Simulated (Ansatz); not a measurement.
Job for Ansatz (a first-principles code): R-BLYP/def2-TZVPPD on AlH3O2 (SMILES [OH][AlH][OH]) with ghost functions. Files ending in .json are basis or fitting sets from the Basis Set Exchange.

Ansatz 0.2 input:
```yaml
crystal:
  periodic: [false, false, false]
  atoms:
    - {symbol: O, position_ang: [-0.05097669, 0.60305149, 1.52220146]}
    - {symbol: Al, position_ang: [-0.03541383, -0.51320347, 0.25434337]}
    - {symbol: O, position_ang: [-0.06332002, 0.06476394, -1.34271926]}
    - {symbol: H, position_ang: [-0.03828870, 0.38351562, 2.46482395]}
    - {symbol: H, position_ang: [0.00454232, -2.06806110, 0.44491895]}
    - {symbol: H, position_ang: [-0.08781318, 0.99953014, -1.55344318]}
basis:
  gaussian:
    orbitals: def2-TZVPPD.json
    ghost_atoms:
      - {symbol: O, position_ang: [-0.01867044, 0.10951653, 4.34010652]}
      - {symbol: H, position_ang: [0.75050693, 0.51458459, 4.75543896]}
      - {symbol: H, position_ang: [-0.78630021, 0.50547063, 4.76685954]}
hamiltonian:
  xc: {name: BLYP}
scf: {lower_state_search: off}
```

The head of its log:

```
WARN ansatz: RAYON_NUM_THREADS=1 ignored (pool sized by the plan → 1); use --threads N
Functional definition: BLYP
these checks for a lower state are left out or cut short: stability, starts, cluster_reference, orbital_swaps, neighbouring_geometries, increment
integrals: 0.16 GiB planned
1132 factors; their error is unknown
mean field: 1.13 GiB planned
mean field evaluation 1: about -10728.7556 eV, gradient 9.9e1 eV
mean field evaluation 2: about -10609.2154 eV, gradient 2.4e2 eV
```

Problem. Predict the final total energy.

Solution. -394.8562 hartree.
